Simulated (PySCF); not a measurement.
# Electron correlation in F (fluorine, neutral)

[He] 2s2 2p5, 2P determinant. All numbers are calculated (PySCF 2.14, the spin-free X2C one-electron Hamiltonian (Gaussian nucleus), in Sapporo-DZP-2012). Frozen: 1s2; 7 electrons correlated.

MP2 pair energies summed by pair of shells (mhartree):

```tsv
pair	energy	share (%)
2p-2p	-98.58	64.0
2s-2p	-47.35	30.7
2s-2s	-8.10	5.3
```

Total MP2 correlation energy: -154.04 mhartree.

Same-spin part -40.59 and opposite-spin part -113.45 mhartree; SCS-MP2 scales them by 1/3 and 6/5 to -149.67 mhartree.

```
  level  correlation energy (mhartree)
   CCSD                        -165.12
    (T)                          -1.05
CCSD(T)                        -166.17
```

Diagnostics: T1 = 0.0033, D1 = 0.0062, largest double amplitude 0.047.

Cost of the coupled-cluster step: 0.21 s of wall time on 1 thread of Neoverse-N1 (shared host), for 7 correlated electrons.
